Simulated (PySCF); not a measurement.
## Calculated data, B$_{2}$H$_{4}$N$_{2}$

Calculation on a computer-drawn molecule: optimised geometry and harmonic frequencies of an isolated molecule of the commonest isotopes, restricted reference for singlets and unrestricted otherwise, frozen core in MP2. Program: PySCF 2.14.0.

### B$_{2}$H$_{4}$N$_{2}$

Start structure:
```xyz
8
B2H4N2
B     -1.8225    -1.1420    -0.8896
N     -0.6487    -0.5192    -1.4267
B      0.3216     0.0936    -1.8883
N      1.4709     0.6129    -2.4172
H     -1.8392    -1.2577     0.3082
H     -2.6346    -1.5739    -1.6116
H      2.2062     1.0111    -1.8334
H      1.6121     0.7848    -3.3922
```

It was run with charge 0, multiplicity 1, method HF and basis cc-pVDZ.

Drawn bonds:
```tsv
atom	other atom	order
1	2	1
2	3	2
3	4	1
1	5	1
1	6	1
4	7	1
4	8	1
```

To be estimated
1. B$_{2}$H$_{4}$N$_{2}$: total energy?
2. Give the missing rotational constants for B$_{2}$H$_{4}$N$_{2}$.

## Answers
1. -160.6797 hartree
2. 140, 3.671, 3.578 GHz

Further results for B$_{2}$H$_{4}$N$_{2}$:

- convergence status largest gradient component: 1.839e-05 hartree/bohr

Optimised structure:
```xyz
8
B2H4N2
B     -1.7793    -1.1422    -0.8817
N     -0.6542    -0.5187    -1.4132
B      0.3601     0.0429    -1.8928
N      1.4734     0.6593    -2.4190
H     -1.8999    -1.2699     0.3113
H     -2.6455    -1.5612    -1.6086
H      2.2089     1.0150    -1.8463
H      1.6022     0.7842    -3.4005
```

Modes:
```tsv
frequency (cm⁻¹)	reduced mass (dalton)
128.1	3.05
157.8	1.369
172.1	2.807
362.9	1.008
410.8	3.103
523.4	9.28
817.3	4.055
1020	1.395
1028	1.48
1105	1.359
1288	1.354
1443	3.154
1702	1.17
2165	11.74
2633	1.052
2683	1.128
3828	1.05
3937	1.099
```
